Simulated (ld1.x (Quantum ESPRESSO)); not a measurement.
**What one change does to a pseudopotential (Ne, TM semilocal)**

* Element: neon (Ne)
* Generator: ld1.x (Quantum ESPRESSO) 7.5
* Type: norm-conserving Troullier–Martins (semilocal form)
* Functional: PBE
* Relativity: scalar-relativistic
* Frozen core: [He]
* Valence charge: 8
* Reference configuration: 2s2 2p6
* Partial waves: 2p (bound): rc 1.65 bohr; 2s (bound): rc 0.65 bohr
* Local potential: the s channel
* Core correction: Bessel-smoothed model core inside 0.60 bohr

Change: all radii but the core radius scaled by about 0.96 (s 0.62, p 1.58 bohr).

Cutoffs: the cutoffs (Ry, on a coarse ladder) from which the occupation-weighted sum of valence levels, in a spherical-Bessel basis at the reference potential, stays within 10 and 1 mRy of its value at 400 Ry; they do not see the model core or the augmentation charge, which bear on the density cutoff. Errors are all-electron minus pseudo energies relative to the spin-unpolarised reference configuration.

Q: Predict the effect on cutoff, ghosts and configuration errors.

A: Of the 6 tests that both files solve, the error grows in 1 and shrinks in 4 by more than 15 % and 0.3 meV (median size 280.0 → 213.3 meV); neither file shows a bound ghost. A semilocal file is local in each channel, so a ghost entry of none says nothing of the separable form that plane-wave codes build from it.

```tsv
quantity	base	changed
cutoff, loose	200 Ry	200 Ry
cutoff, tight	300 Ry	over 300 Ry
loose cutoff by channel (10 mRy a level)	p 55 Ry, s 120 Ry	p 60 Ry, s 120 Ry
bound ghosts	none	none
error for 2s2 2p5, meV [ΔE 22.48 eV]	-8.7	-14
error for 2s2 2p4, meV [ΔE 65.74 eV]	+264	+185
error for 2s2 2p3, meV [ΔE 133.17 eV]	+1553	+1219
error for 2s2 2p5.5, meV [ΔE 8.87 eV]	-8.5	-8.3
error for 2s1 2p6, meV [ΔE 45.88 eV]	-296	-242
error for 2s2 2p2, meV [ΔE 227.80 eV]	+4898	+4013
```
